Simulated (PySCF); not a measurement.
A side-by-side comparison of computed properties.

First species: C5H6F4O.
SMILES with atom numbers: `[CH2:1]=[CH:2][C@@H:3]([O:4][CH:5]([F:6])[F:7])[CH:8]([F:9])[F:10]` (hydrogens: H11, H12 on C1; H13 on C2; H14 on C3; H15 on C5; H16 on C8)

Second species: C5H11NO2Si.
Geometry (GFN2-xTB, Å), atoms numbered from 1 in this order:
```
atom  x, y, z in Å
C1    -2.281   -1.524    0.212
O2    -1.447   -0.440    0.529
C3    -1.751    0.739   -0.203
Si4   -0.328    1.924    0.257
O5     1.086    1.270   -0.201
C6     1.520   -0.064   -0.077
C7     3.046   -0.109   -0.185
C8     0.924   -0.881   -1.121
N9     0.462   -1.505   -1.959
H10   -2.157   -1.814   -0.838
H11   -1.983   -2.351    0.854
H12   -3.334   -1.277    0.394
H13   -1.765    0.515   -1.279
H14   -2.751    1.101    0.066
H15   -0.362    2.102    1.710
H16   -0.312    3.149   -0.526
H17    1.191   -0.481    0.886
H18    3.397   -1.136   -0.120
H19    3.358    0.319   -1.134
H20    3.480    0.474    0.623
```

Levels: PBE0/pcSseg-1 for dipole moment, HOMO energy, LUMO energy and HOMO–LUMO gap; GFN2-xTB for rotational constant A and rotational constant C. Geometries: GFN2-xTB. All species are isolated and taken at one optimised geometry, non-relativistic unless stated. Electronic properties by PySCF.

The conformers computed, where there is a choice (atom-mapped SMILES and torsion angles):
- `[CH2:1]=[CH:2][C@@H:3]([O:4][CH:5]([F:6])[F:7])[CH:8]([F:9])[F:10]`: C1–C2–C3–O4 130°, C2–C3–O4–C5 -71°, C3–O4–C5–F6 82°, C2–C3–C8–F9 166°
- `[CH3:1][O:2][CH2:3][SiH2:4][O:5][C@H:6]([CH3:7])[C:8]#[N:9]`: C1–O2–C3–Si4 -172°, O2–C3–Si4–O5 61°, C3–Si4–O5–C6 -42°, Si4–O5–C6–C7 -160°

Problem. Which has the higher rotational constant C?

Solution. The second: 0.795 GHz against 0.623 GHz, a difference of 0.172 GHz.

Problem. Which has the higher dipole moment?

Solution. The second: 2.23 D against 2.16 D, a difference of 0.07 D.

Problem. Which has the higher HOMO energy?

Solution. The second: -7.64 eV against -8.41 eV, a difference of 0.77 eV.

Problem. Which has the higher rotational constant A?

Solution. The first: 1.869 GHz against 1.671 GHz, a difference of 0.198 GHz.

Problem. Which of the two has the higher LUMO energy, and by how much?

Solution. The second: 0.21 eV against -0.56 eV, a difference of 0.77 eV.

On the first: The dipole equals about 7.2 × 10⁻³⁰ C·m (1 D = 3.33564 × 10⁻³⁰ C·m).

On the second: The dipole equals about 7.4 × 10⁻³⁰ C·m (1 D = 3.33564 × 10⁻³⁰ C·m).
